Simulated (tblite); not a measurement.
C3H8O3Si.
Structure used (GFN2-xTB), in Å, numbered top down from 1:
```xyz
15
C3H8O3Si angstrom
C     -3.0324    0.2755    0.7946
O     -1.6648    0.4127    0.5688
Si    -0.6985   -0.6693   -0.1336
O      0.6974    0.2014   -0.0299
C      1.8454   -0.2699   -0.4896
C      2.9837    0.6923   -0.2902
O      1.9415   -1.3503   -1.0067
H     -3.3871    1.1820    1.2853
H     -3.2353   -0.5860    1.4343
H     -3.5690    0.1387   -0.1467
H     -1.0462   -0.9138   -1.5290
H     -0.5873   -1.9059    0.6321
H      3.0880    0.9072    0.7707
H      2.7565    1.6254   -0.8004
H      3.9039    0.2678   -0.6790
```

Computed values, GFN2-xTB/tblite, gas phase, harmonic and unscaled. Against measured fundamentals such values can be off by several per cent, at times by over 20. Modes of hydrogen on silicon can be 10 to 20 % off. One conformer, not necessarily the lowest.

Harmonic wavenumbers (cm⁻¹): 43.1, 65.1, 77.4, 77.6, 101.5, 136.2, 184.4, 258.8, 376.4, 550.9, 590.2, 597.8, 640.6, 776.4, 789.2, 806.4, 819.0, 970.3, 1003.6, 1017.3, 1138.2, 1142.5, 1176.7, 1243.9, 1362.0, 1419.8, 1441.8, 1443.4, 1479.5, 1489.6, 1772.7, 2280.8, 2322.3, 2953.9, 2967.9, 2995.7, 3031.6, 3038.5, 3066.9.

A = 6859, B = 1047, C = 928.3 MHz; mass 120.024 u (most abundant isotopes); point group Cs, symmetry number 1.

Zero-point energy?

Half the sum of the wavenumbers: 23825 cm⁻¹ = 68.12 kcal/mol.

Entropy at 400 K, 1 bar (ideal gas, RRHO, classical rotation)?

Translation 41.75, rotation 29.14, vibration 40.60: S = 111.5 cal/(mol K).

And Cp and H(400 K) − H(0)?

Cp = 41.38 cal/(mol K), of which vibrations give 33.43 (their classical limit is 39 R = 77.5); H(400 K) − H(0) = 10.75 kcal/mol without the zero-point energy, 7.57 from vibrations.

Which modes carry the vibrational entropy at 400 K?

43.1 cm⁻¹: 5.69; 65.1 cm⁻¹: 4.88; 77.4 cm⁻¹: 4.53; 77.6 cm⁻¹: 4.53; 101.5 cm⁻¹: 4.00; 136.2 cm⁻¹: 3.42 cal/(mol K); the other 33 give 13.54 together.

What must be added to the electronic energy to get the Gibbs energy at 400 K and 1 bar?

ZPE + [H(400 K) − H(0)] − T·S = 68.12 + 10.75 − 44.60 = 34.27 kcal/mol.

How do the functions run with temperature in this model?

```json
{"T (K)": "100", "S (cal/(mol K))": "72.0", "Cp (cal/(mol K))": "20.7", "H − H(0) (kcal/mol)": "1.49", "G − H(0) (kcal/mol)": "-5.71", "ln q(vib)": "2.58"}
{"T (K)": "200", "S (cal/(mol K))": "88.3", "Cp (cal/(mol K))": "27.2", "H − H(0) (kcal/mol)": "3.88", "G − H(0) (kcal/mol)": "-13.77", "ln q(vib)": "5.75"}
{"T (K)": "300", "S (cal/(mol K))": "100.6", "Cp (cal/(mol K))": "34.4", "H − H(0) (kcal/mol)": "6.95", "G − H(0) (kcal/mol)": "-23.24", "ln q(vib)": "8.45"}
{"T (K)": "500", "S (cal/(mol K))": "121.4", "Cp (cal/(mol K))": "47.4", "H − H(0) (kcal/mol)": "15.20", "G − H(0) (kcal/mol)": "-45.50", "ln q(vib)": "13.23"}
{"T (K)": "800", "S (cal/(mol K))": "146.8", "Cp (cal/(mol K))": "60.4", "H − H(0) (kcal/mol)": "31.54", "G − H(0) (kcal/mol)": "-85.87", "ln q(vib)": "19.57"}
{"T (K)": "1000", "S (cal/(mol K))": "160.9", "Cp (cal/(mol K))": "66.0", "H − H(0) (kcal/mol)": "44.21", "G − H(0) (kcal/mol)": "-116.66", "ln q(vib)": "23.37"}
```

q(vib) and H(0) count from the zero-point level.

Hindered rotation and anharmonicity are outside this model. Other conformers, if any are populated, would add a mixing term that is left out.

On Arm Neoverse V2, one thread, shared host with 32 logical CPUs at a one-minute load of 19, this took 0.34 s of wall time. The figure is for the frequency step alone.
